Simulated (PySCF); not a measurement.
BH5N2, SMILES NBN.

Geometry optimised at B3LYP-D3(BJ)/def2-TZVP. One conformer was computed; it need not be the lowest.

All values below come from B3LYP-D3(BJ)/def2-TZVP (PySCF).

Frequencies are harmonic and unscaled.

| mode | ν (cm⁻¹) | IR (km/mol) | moving atoms (share of kinetic energy) |
|---|---|---|---|
| 1 | 362 | 0.0 | H 77 %, N 23 % |
| 2 | 402 | 0.5 | H 46 %, N 33 %, B 21 % |
| 3 | 406 | 391.8 | H 84 %, N 16 % |
| 4 | 460 | 0.0 | H 100 % |
| 5 | 605 | 7.2 | H 67 %, B 25 %, N 9 % |
| 6 | 828 | 0.2 | H 89 %, N 11 % |
| 7 | 928 | 2.7 | N 52 %, H 46 % |
| 8 | 931 | 10.5 | H 76 %, B 23 % |
| 9 | 1096 | 2.1 | H 79 %, N 17 % |
| 10 | 1197 | 36.6 | B 43 %, H 31 %, N 25 % |
| 11 | 1430 | 214.4 | B 60 %, H 30 %, N 9 % |
| 12 | 1640 | 245.0 | H 74 %, N 18 % |
| 13 | 1642 | 27.2 | H 87 %, N 13 % |
| 14 | 2600 | 149.3 | H 91 %, B 9 % |
| 15 | 3598 | 36.2 | H 96 % |
| 16 | 3599 | 3.4 | H 96 % |
| 17 | 3697 | 20.5 | H 91 %, N 9 % |
| 18 | 3698 | 28.7 | H 91 %, N 9 % |
